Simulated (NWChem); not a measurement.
System: SiNH₄OBr; SMILES N[SiH](O)Br

Here is an NWChem input.

```
start job
memory heap 200 mb stack 900 mb global 1100 mb
geometry units angstroms
  Si     0.701743     0.534187     0.732795
  N      2.181716    -0.216036     0.346541
  O      0.652341     2.082325     0.258622
  Br    -0.830741    -0.598530    -0.401915
  H      0.403848     0.388984     2.142118
  H      3.039551     0.157440     0.711046
  H      2.327782    -0.642981    -0.552912
  H     -0.140889     2.608668     0.221719
end
basis spherical
  * library def2-svp
end
dft
  xc pbe0
  iterations 150
end
driver
  maxiter 120
end
task dft optimize
task dft freq
```

Output (shortened):

```
             Northwest Computational Chemistry Package (NWChem) 7.3.0
             --------------------------------------------------------

 C1  symmetry detected

                             Geometry "geometry" -> ""
                             -------------------------

 Output coordinates in angstroms (scale by  1.889725989 to convert to a.u.)

  No.       Tag          Charge          X              Y              Z
 ---- ---------------- ---------- -------------- -------------- --------------
    1 Si                  14.0000    -0.03129033    -0.94998215    -0.38835372
    2 N                    7.0000     1.43532016    -1.54128823     0.24548979
    3 O                    8.0000    -1.32458177    -1.60101646     0.33798189
    4 Br                  35.0000    -0.00617595     1.22644706     0.03784689
    5 H                    1.0000    -0.07509691    -1.11744374    -1.82573129
    6 H                    1.0000     1.63146138    -2.52549153     0.21229968
    7 H                    1.0000     1.86097585    -1.11583843     1.05199007
    8 H                    1.0000    -2.21370438    -1.26997399     0.25146885

 Effective nuclear repulsion energy (a.u.)     339.7306270548

                                Z-matrix (autoz)
                                --------

 Units are Angstrom for bonds and degrees for angles

      Type          Name      I     J     K     L     M      Value
      ----------- --------  ----- ----- ----- ----- ----- ----------
    1 Stretch                  1     2                       1.70363
    2 Stretch                  1     3                       1.61988
    3 Stretch                  1     4                       2.21791
    4 Stretch                  1     5                       1.44776
    5 Stretch                  2     6                       1.00411
    6 Stretch                  2     7                       1.00630
    7 Stretch                  3     8                       0.95269
    8 Bend                     1     2     6               119.74042
    9 Bend                     1     2     7               121.03654
   10 Bend                     1     3     8               124.38462
   11 Bend                     2     1     3               112.39510
   12 Bend                     2     1     4               105.03160
   13 Bend                     2     1     5               110.81107
   14 Bend                     3     1     4               108.49748
   15 Bend                     3     1     5               111.99506
   16 Bend                     4     1     5               107.73611
   17 Bend                     6     2     7               110.99411
   18 Torsion                  2     1     3     8         166.73553
   19 Torsion                  3     1     2     6          59.10918
   20 Torsion                  3     1     2     7         -86.51440
   21 Torsion                  4     1     2     6         176.88143
   22 Torsion                  4     1     2     7          31.25785
   23 Torsion                  4     1     3     8          51.03637
   24 Torsion                  5     1     2     6         -67.04592
   25 Torsion                  5     1     2     7         147.33049
   26 Torsion                  5     1     3     8         -67.75203

                           NWChem Geometry Optimization
                           ----------------------------

 maximum gradient threshold         (gmax) =   0.000450
 rms gradient threshold             (grms) =   0.000300
 maximum cartesian step threshold   (xmax) =   0.001800
 rms cartesian step threshold       (xrms) =   0.001200
 fixed trust radius                (trust) =   0.300000
 source of zmatrix                         =   autoz

          -------------------
          Energy Minimization
          -------------------

 Using diagonal initial Hessian
 Scaling for Hessian diagonals: bonds = 1.00  angles = 0.25  torsions = 0.10

          --------
          Step   0

                                 NWChem DFT Module
                                 -----------------

 Summary of "ao basis" -> "ao basis" (spherical)
 ------------------------------------------------------------------------------
       Tag                 Description            Shells   Functions and Types
 ---------------- ------------------------------  ------  ---------------------
 Si                         def2-svp                 8       18   4s3p1d
 N                          def2-svp                 6       14   3s2p1d
 O                          def2-svp                 6       14   3s2p1d
 Br                         def2-svp                12       32   5s4p3d
 H                          def2-svp                 3        5   2s1p

            General Information
            -------------------
          SCF calculation type: DFT
          Wavefunction type:  closed shell.
          No. of atoms     :     8
          No. of electrons :    68
           Alpha electrons :    34
            Beta electrons :    34
          Charge           :     0
          Spin multiplicity:     1
          Use of symmetry is: off; symmetry adaption is: off
          Maximum number of iterations: 150
          AO basis - number of functions:    98
                     number of shells:    44
          Convergence on energy requested:  1.00D-06
          Convergence on density requested:  1.00D-05
          Convergence on gradient requested:  5.00D-04

              XC Information
              --------------
                         PBE0 Method XC Functional
                     Hartree-Fock (Exact) Exchange  0.250
          PerdewBurkeErnzerhof Exchange Functional  0.750
            Perdew 1991 LDA Correlation Functional  1.000 local
           PerdewBurkeErnz. Correlation Functional  1.000 non-local

             Grid Information
             ----------------
          Grid used for XC integration:  medium
          Radial quadrature: Mura-Knowles
          Angular quadrature: Lebedev.
          Tag              B.-S. Rad. Rad. Pts. Rad. Cut. Ang. Pts.
          ---              ---------- --------- --------- ---------
          Si                  1.10       88           8.0       590
          N                   0.65       49          10.0       434
          O                   0.60       49           9.0       434
          Br                  1.15      112          11.0       590
          H                   0.35       45          11.0       434
          Grid pruning is: on
          Number of quadrature shells:   478
          Spatial weights used:  Erf1

      Superposition of Atomic Density Guess
      -------------------------------------

 Sum of atomic energies:       -2991.75680435

      Non-variational initial energy
      ------------------------------

 Total energy =   -2993.273593
 1-e energy   =   -4837.898573
 2-e energy   =    1504.894353
 HOMO         =      -0.366965
 LUMO         =       0.074286

   convergence    iter        energy       DeltaE   RMS-Dens  Diis-err
 ---------------- ----- ----------------- --------- --------- ---------
 d= 0,ls=0.0,diis     1  -2995.0050528975 -3.33D+03  1.14D-02  7.46D-01
 d= 0,ls=0.0,diis     2  -2994.9877184411  1.73D-02  6.46D-03  9.45D-01
 d= 0,ls=0.0,diis     3  -2995.0797722050 -9.21D-02  1.21D-03  2.73D-02
 d= 0,ls=0.0,diis     4  -2995.0819309078 -2.16D-03  4.84D-04  4.00D-03
 d= 0,ls=0.0,diis     5  -2995.0823250199 -3.94D-04  8.17D-05  1.53D-04
  Resetting Diis
 d= 0,ls=0.0,diis     6  -2995.0823404309 -1.54D-05  2.77D-05  1.16D-05
 d= 0,ls=0.0,diis     7  -2995.0823415935 -1.16D-06  1.16D-05  4.94D-07
 d= 0,ls=0.0,diis     8  -2995.0823415677  2.58D-08  6.23D-06  7.36D-07

         Total DFT energy =    -2995.082341567736
      One electron energy =    -4841.784487890563
           Coulomb energy =     1635.827388864989
    Exchange-Corr. energy =     -128.855869596939
 Nuclear repulsion energy =      339.730627054778

 Numeric. integr. density =       67.999992600832

                       DFT Final Molecular Orbital Analysis
                       ------------------------------------

 Vector   32  Occ=2.000000D+00  E=-3.044411D-01
              MO Center=  1.0D-01,  5.5D-01,  5.6D-02, r^2= 3.1D+00
   Bfn.  Coefficient  Atom+Function         Bfn.  Coefficient  Atom+Function
  ----- ------------  ---------------      ----- ------------  ---------------
    61      0.523273  4 Br px                58      0.462548  4 Br px
    55     -0.308008  4 Br px                37      0.173351  3 O  py
    22     -0.163656  2 N  px                24      0.133407  2 N  pz
    40      0.133709  3 O  py                25      0.129353  2 N  px
    27     -0.107616  2 N  pz                52      0.100074  4 Br px

[...]

      ----------------------
      Optimization converged
      ----------------------

  Step       Energy      Delta E   Gmax     Grms     Xrms     Xmax
  ---- ---------------- -------- -------- -------- -------- --------
@   33   -2995.08700980 -7.6D-07  0.00008  0.00003  0.00070  0.00173
                                     ok       ok       ok       ok

                                Z-matrix (autoz)
                                --------

 Units are Angstrom for bonds and degrees for angles

      Type          Name      I     J     K     L     M      Value     Gradient
      ----------- --------  ----- ----- ----- ----- ----- ---------- ----------
    1 Stretch                  1     2                       1.69929   -0.00008
    2 Stretch                  1     3                       1.65239    0.00003
    3 Stretch                  1     4                       2.26021    0.00007
    4 Stretch                  1     5                       1.48220   -0.00004
    5 Stretch                  2     6                       1.01280   -0.00002
    6 Stretch                  2     7                       1.01362    0.00002
    7 Stretch                  3     8                       0.96224    0.00003
    8 Bend                     1     2     6               120.82625   -0.00000
    9 Bend                     1     2     7               121.41645   -0.00001
   10 Bend                     1     3     8               115.47583    0.00001
   11 Bend                     2     1     3               107.63543    0.00002
   12 Bend                     2     1     4               115.63817    0.00001
   13 Bend                     2     1     5               108.26043    0.00002
   14 Bend                     3     1     4               105.21658   -0.00003
   15 Bend                     3     1     5               115.34609   -0.00002
   16 Bend                     4     1     5               105.00348    0.00000
   17 Bend                     6     2     7               112.40828    0.00002
   18 Torsion                  2     1     3     8         145.25222   -0.00001
   19 Torsion                  3     1     2     6         159.13017    0.00000
   20 Torsion                  3     1     2     7         -48.65978    0.00001
   21 Torsion                  4     1     2     6         -83.60776   -0.00001
   22 Torsion                  4     1     2     7          68.60229   -0.00000
   23 Torsion                  4     1     3     8          21.40431   -0.00001
   24 Torsion                  5     1     2     6          33.82668    0.00001
   25 Torsion                  5     1     2     7        -173.96327    0.00002
   26 Torsion                  5     1     3     8         -93.79090    0.00001

                         Geometry "geometry" -> "geometry"
                         ---------------------------------

 Output coordinates in angstroms (scale by  1.889725989 to convert to a.u.)

  No.       Tag          Charge          X              Y              Z
 ---- ---------------- ---------- -------------- -------------- --------------
    1 Si                  14.0000    -0.04485351    -1.02693007    -0.39054775
    2 N                    7.0000     1.31494500    -1.74261434     0.33493911
    3 O                    8.0000    -1.38205331    -1.55015165     0.42708862
    4 Br                  35.0000    -0.13312873     1.22931648    -0.28998824
    5 H                    1.0000    -0.02093572    -1.34587347    -1.83783130
    6 H                    1.0000     2.18979535    -1.82343699    -0.16891501
    7 H                    1.0000     1.44780073    -1.72618740     1.33968148
    8 H                    1.0000    -2.09466177    -0.90871004     0.50856526

 Effective nuclear repulsion energy (a.u.)     334.0179116834

                Final and change from initial internal coordinates
                --------------------------------------------------

                                Z-matrix (autoz)
                                --------

 Units are Angstrom for bonds and degrees for angles

[...]

 Rotational Constants
 --------------------
 A=   0.217058 cm-1  (  0.312291 K)
 B=   0.065653 cm-1  (  0.094457 K)
 C=   0.054345 cm-1  (  0.078188 K)

 Temperature                      =   298.15K
 frequency scaling parameter      =   1.0000

 Zero-Point correction to Energy  =   31.823 kcal/mol  (  0.050713 au)
 Thermal correction to Energy     =   35.793 kcal/mol  (  0.057040 au)
 Thermal correction to Enthalpy   =   36.385 kcal/mol  (  0.057984 au)

 Total Entropy                    =   79.897 cal/mol-K
   - Translational                =   40.743 cal/mol-K (mol. weight = 141.9227)
   - Rotational                   =   27.123 cal/mol-K (symmetry #  =        1)
   - Vibrational                  =   12.031 cal/mol-K

 Cv (constant volume heat capacity) =   21.188 cal/mol-K
   - Translational                  =    2.979 cal/mol-K
   - Rotational                     =    2.979 cal/mol-K
   - Vibrational                    =   15.229 cal/mol-K

[normal modes left out]

 ----------------------------------------------------------------------------
 Normal Eigenvalue ||           Projected Infra Red Intensities
  Mode   [cm**-1]  || [atomic units] [(debye/angs)**2] [(KM/mol)] [arbitrary]
 ------ ---------- || -------------- ----------------- ---------- -----------
    1       -0.000 ||    0.000110           0.003         0.107       0.016
    2        0.000 ||    0.000004           0.000         0.004       0.001
    3        0.000 ||    0.000064           0.001         0.063       0.009
    4        0.000 ||    0.000045           0.001         0.044       0.007
    5        0.000 ||    0.000199           0.005         0.194       0.029
    6        0.000 ||    0.000334           0.008         0.326       0.048
    7      181.431 ||    0.009422           0.217         9.185       1.358
    8      184.965 ||    0.018779           0.433        18.307       2.707
    9      245.773 ||    0.039990           0.923        38.984       5.764
   10      286.527 ||    0.081286           1.875        79.242      11.717
   11      346.312 ||    0.039453           0.910        38.461       5.687
   12      368.956 ||    0.063394           1.463        61.800       9.138
   13      430.122 ||    0.218532           5.042       213.036      31.499
   14      733.854 ||    0.036273           0.837        35.360       5.228
   15      784.311 ||    0.049197           1.135        47.960       7.091
   16      852.405 ||    0.102219           2.358        99.648      14.734
   17      866.515 ||    0.352061           8.122       343.207      50.746
   18      901.834 ||    0.062172           1.434        60.608       8.961
   19      987.079 ||    0.175703           4.054       171.284      25.326
   20     1531.823 ||    0.070215           1.620        68.449      10.121
   21     2289.466 ||    0.119352           2.754       116.350      17.203
   22     3622.444 ||    0.057845           1.335        56.390       8.338
   23     3728.313 ||    0.056393           1.301        54.975       8.128
   24     3928.713 ||    0.112011           2.584       109.194      16.145
 ----------------------------------------------------------------------------
```

Level: PBE0/def2-SVP. This build's default masses of Se (78.918 u) and Br (79.917 u) are each other's, which moves their modes by up to 0.6 %.
